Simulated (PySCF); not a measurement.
# Löwdin shares of the frontier orbitals

Compound: FGe₂H₇Si.
Z-matrix (Å and degrees, PBE0-D3(BJ)/def2-SVP geometry), rows numbered from 1:
```
F 
Ge  1  1.7591
Ge  2  2.4244  1  102.80
Si  3  2.3824  2  103.74  1     9.24
H   2  1.5405  1  105.53  3   120.75
H   2  1.5399  1  105.55  3  -121.78
H   3  1.5401  2  110.52  1   129.45
H   3  1.5402  2  109.91  1  -110.60
H   4  1.4920  3  108.92  2    56.66
H   4  1.4949  3  110.45  2   176.60
H   4  1.4915  3  109.05  2   -63.32
```

Theory: TDDFT CAM-B3LYP/def2-SVPD, vertical, gas phase, core orbitals frozen in the response (PySCF). Relativistic effects, spin–orbit coupling among them, are left out although an element past zinc is present.

Kohn–Sham orbitals with the atoms that hold most of them (Löwdin shares over 4%, at most four atoms; ? is withheld):

| orbital | ε (eV) | atoms |
| --- | --- | --- |
| HOMO-3 | -11.19 | Si4 20%, Ge2 16%, H11 13%, H9 10% |
| HOMO-2 | -10.76 | Ge2 18%, Ge3 17%, H6 11%, H5 11% |
| HOMO-1 | -10.11 | ? |
| HOMO | -9.18 | ? |
| LUMO | ? | Ge2 34%, Ge3 20%, Si4 12%, H6 8% |
| LUMO+1 | 0.61 | Ge3 28%, Ge2 17%, Si4 13%, H7 8% |
| LUMO+2 | 0.78 | Ge3 30%, Ge2 24%, Si4 9%, H8 9% |

(1) Give the leading atoms of the HOMO-1.

(2) Give the leading atoms of the HOMO.

(3) What is the LUMO energy, and the HOMO–LUMO gap?

Answers

(1) Ge3 (bonded to Ge, Si and 2 H) 34%; Si4 (bonded to Ge and 3 H) 18%; H8 (bonded to Ge) 11%; H7 (bonded to Ge) 9%. By element: germanium 34% or more, hydrogen 20% or more, silicon 18%.

(2) Ge3 (bonded to Ge, Si and 2 H) 32%; Ge2 (bonded to F, Ge and 2 H) 23%; Si4 (bonded to Ge and 3 H) 19%; H6 (bonded to Ge) 5%. By element: germanium 55%, silicon 19%, hydrogen 5% or more.

(3) ε(LUMO) = 0.09 eV; the gap is 9.27 eV (0.3405 hartree).

Task: The HOMO–LUMO gap is 9.27 eV. Where does the response calculation put the lowest singlet, and from which orbitals?

Result: S1 is at 6.11 eV (f = 0.077), 3.15 eV below the gap, made of HOMO→LUMO (84%). 

Task: Give energy, strength and leading configuration of S1, S3 and S5, and follow the Löwdin shares of the leading atoms from the occupied to the empty orbital.

Result: 
- S1 (6.11 eV, f 0.077), HOMO→LUMO (84%): Ge3 32% → 20%, Ge2 23% → 34%
- S3 (7.03 eV, f 0.256), HOMO→LUMO+1 (82%): Ge3 32% → 28%, Ge2 23% → 17%
- S5 (7.25 eV, f 0.215), HOMO-1→LUMO (74%): Ge3 34% → 20%, Si4 18% → 12%, Ge2 at most 10% → 34%

On an Intel Xeon at 2.50 GHz with one thread, shared host with 64 logical CPUs at a one-minute load of 56, this took 74 s and 0.82 GiB of memory at its peak.

One conformer stands for the species.
